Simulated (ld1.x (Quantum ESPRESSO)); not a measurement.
**ruthenium, TM: configuration errors across variants**

- Element: Ru (Z = 44)
- Generator: ld1.x (Quantum ESPRESSO) 7.5
- Type: norm-conserving Troullier–Martins (Kleinman–Bylander form)
- Functional: LDA (PZ)
- Relativity: fully relativistic
- Frozen core: [Ar] 3d10
- Valence charge: 16
- Reference configuration: 4s2 4p6 4d7 5s1 5p0
- Partial waves: 4s (bound): rc 1.40 bohr; 4d (bound): rc 1.25 bohr; 4p (bound): rc 1.80 bohr
- Local potential: the p channel
- Core correction: none

Open shells are filled in proportion to 2j + 1 (rel_dist='average').

Occupied shells without a wave of their own: 5s. They enter only through the test configuration that unscreens the potential.

All-electron excitation energies from the reference (eV): (1) 4s2 4p6 4d7 5s0 5p0 7.615; (2) 4s2 4p6 4d6 5s0 5p0 26.052; (3) 4s2 4p6 4d5 5s0 5p0 56.897; (4) 4s2 4p6 4d8 5s0 5p0 -0.269; (5) 4s1 4p6 4d7 5s1 5p0 82.761; (6) 4s2 4p6 4d6 5s2 5p0 1.614; (7) 4s2 4p6 4d7.5 5s0.5 5p0 -0.282.

For the base: The 5s level has no wave, so the channel is fitted at the deeper level alone: the likely source of the large errors.

On the changes marked as counting shells twice: ld1.x takes every shell without a wave as core, so the model core holds the marked electrons as well and exchange and correlation see them twice. This cancels in the reference configuration, but the file is broken for other ones, and its errors say nothing about a proper core correction.

2 further variants failed, have other tests or another functional or relativity, and are left out.

The file “base” misses its own reference levels by 2.3 eV. The file “wave 4s (bound): rc 1.40 bohr becomes 4s (bound): rc 1.28 bohr” misses its own reference levels by 2.3 eV. The file “wave 4d (bound): rc 1.25 bohr becomes 4d (bound): rc 1.76 bohr” misses its own reference levels by 2.3 eV. The file “core correction full core density, not smoothed (it rises at the typed radius of 1.54 bohr, so ld1.x skipped the fit) (5s counted twice)” misses its own reference levels by 2.3 eV. The file “type ultrasoft; waves now 4s (bound): rcut 1.30, rcutus 1.40 bohr; 5s (bound): rcut 1.30, rcutus 1.40 bohr; 4p (bound): rcut 1.55, rcutus 1.80 bohr; 5p (bound): rcut 1.55, rcutus 1.80 bohr; 4d (bound): rcut 1.10, rcutus 1.25 bohr; 4d channel at 3 Ry: rcut 1.10, rcutus 1.25 bohr; local potential all-electron potential smoothed inside 1.25 bohr (lloc = -2); augmentation built from norm-conserving waves at rcut, not smoothed further” misses its own reference levels by 1.0 eV.

Errors AE − PS in meV (a dash: test not solved or not reliable):

```tsv
change	(1)	(2)	(3)	(4)	(5)	(6)	(7)	bound ghosts
base	-431	-627	-830	-272	+9.4	+404	-149	not determined
wave 4s (bound): rc 1.40 bohr becomes 4s (bound): rc 1.28 bohr	-317	-456	-591	-201	+33	+298	-110	not determined
local potential all-electron potential smoothed inside 1.50 bohr (lloc = -1)	-44	-67	-90	-26	-30	+43	-14	none
wave 4d (bound): rc 1.25 bohr becomes 4d (bound): rc 1.76 bohr	-431	-628	-833	-272	-9.3	+403	-149	not determined
core correction full core density, not smoothed (it rises at the typed radius of 1.54 bohr, so ld1.x skipped the fit) (5s counted twice)	-543	-905	-1295	-281	-53	+394	-151	not determined
type ultrasoft; waves now 4s (bound): rcut 1.30, rcutus 1.40 bohr; 5s (bound): rcut 1.30, rcutus 1.40 bohr; 4p (bound): rcut 1.55, rcutus 1.80 bohr; 5p (bound): rcut 1.55, rcutus 1.80 bohr; 4d (bound): rcut 1.10, rcutus 1.25 bohr; 4d channel at 3 Ry: rcut 1.10, rcutus 1.25 bohr; local potential all-electron potential smoothed inside 1.25 bohr (lloc = -2); augmentation built from norm-conserving waves at rcut, not smoothed further	–	–	–	–	–	–	–	not determined
```

Task: Give the same row for: all radii scaled by about 0.87 (s 1.22, p 1.56, d 1.08 bohr).

Result: -188, -272, -353, -118, +33, +179, -65; bound ghosts: not determined.
